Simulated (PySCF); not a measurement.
Ground-state electric properties of a mixed set of molecules.

All values: PBE0/def2-SVPD (PySCF) at GFN2-xTB geometries, gas phase, one conformer each. Core orbitals are frozen in the response; Δα² is half the sum of the squared differences of the principal polarisabilities.

(1) Rank by HOMO energy, highest first.
A. `C#Cc1cc[n+]([O-])cc1F`
B. `C=C(C)/C(F)=C/C(N)=O`
C. `[SiH3]C[SiH2]O/C=C/F`
D. `[SiH3][SiH2][SiH2][SiH3]`

(2) Rank by mean static polarisability, lowest first.
A. `c1(c(cc[n+]([O-])c1)C#C)F`
B. `F/C=C/O[SiH2]C[SiH3]`
C. `CN(C)C(=O)C#CCF`
D. `[SiH3][SiH2][SiH2][SiH3]`

## Answers

(1) A (-6.72 eV), C (-6.89 eV), B (-7.40 eV), D (-8.23 eV).

(2) C (13.05 Å³), B (13.64 Å³), A (15.16 Å³), D (17.95 Å³).

All values together:

```tsv
SMILES	formula	μ (D)	HOMO (eV)	LUMO (eV)	α (Å³)	Δα (Å³)	electrons	α per electron (Å³)
C=C(C)/C(F)=C/C(N)=O	C6H8FNO	3.79	-7.40	-1.89	13.65	10.53	68	0.201
F/C=C/O[SiH2]C[SiH3]	C3H9FOSi2	2.02	-6.89	0.06	13.64	1.76	72	0.189
CN(C)C(=O)C#CCF	C6H8FNO	2.40	-7.32	-0.88	13.05	8.29	68	0.192
C#Cc1cc[n+]([O-])cc1F	C7H4FNO	3.23	-6.72	-2.13	15.16	15.69	70	0.217
[SiH3][SiH2][SiH2][SiH3]	Si4H10	0.19	-8.23	-0.49	17.95	5.57	66	0.272
```

Conformers: `[CH2:1]=[C:2]([CH3:3])/[C:4]([F:5])=[CH:6]/[C:7]([NH2:8])=[O:9]` with C1–C2–C4–F5 0°, C4–C6–C7–N8 0°, C6–C7–N8–H 180° and 0°; `[F:1]/[CH:2]=[CH:3]/[O:4][SiH2:5][CH2:6][SiH3:7]` with C2–C3–O4–Si5 5°, C3–O4–Si5–C6 59°, O4–Si5–C6–Si7 40°; `[CH3:1][N:2]([CH3:3])[C:4](=[O:5])[C:6]#[C:7][CH2:8][F:9]` with C1–N2–C4–O5 180°; `[SiH3:1][SiH2:2][SiH2:3][SiH3:4]` with Si1–Si2–Si3–Si4 57°.
